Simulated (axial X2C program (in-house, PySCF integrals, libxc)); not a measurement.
**Nuclear properties of AsC⁻**

Computed with an in-house all-electron X2C program for linear molecules (integrals from PySCF): two-component X2C with atomic mean-field Coulomb and Gaunt terms, Gaussian nuclei, basis As dyall-acv3z, C dyall-av3z with contracted cores.

R = 1.705 Å (near the PBE0 minimum at charge -1 of the determinant lowest at the starting distance; the state shown can have its own minimum elsewhere).

Determinant lowest in the PBE0 search, Ω = 0 (closed shell), highest spinor 51% C p, 22% As p, 12% C s:

```csv
level,qzz As (a.u.),qzz C (a.u.)
PBE0,-2.69,-0.79
HF,-2.79,-1.03
B3LYP,-2.60,-0.82
TPSSh,-2.54,-0.78
PBE50,-2.77,-0.86
```

qzz is the electric field gradient, eQq0 = 234.96 MHz × Q/barn × qzz. The operators were transformed with the bare-nucleus X2C matrices; with these basis sets, hyperfine constants and field gradients can be off by tens of per cent, and where levels differ in sign neither size nor sign is settled.

Task: With Q(75As) = 0.311 barn (Q from Pyykkö, Mol. Phys. 2018), turn the PBE0 values of the first state into constants in MHz.

Result: eQq0(75As) = 234.96 × (0.311) × (-2.69) = -197 MHz.

Each state is one determinant with collinear spin. For an anion, determinants above electron detachment, or with a positive highest level, are held by the basis set. The search compared states at one distance, so a state with another bond length can lie lower.
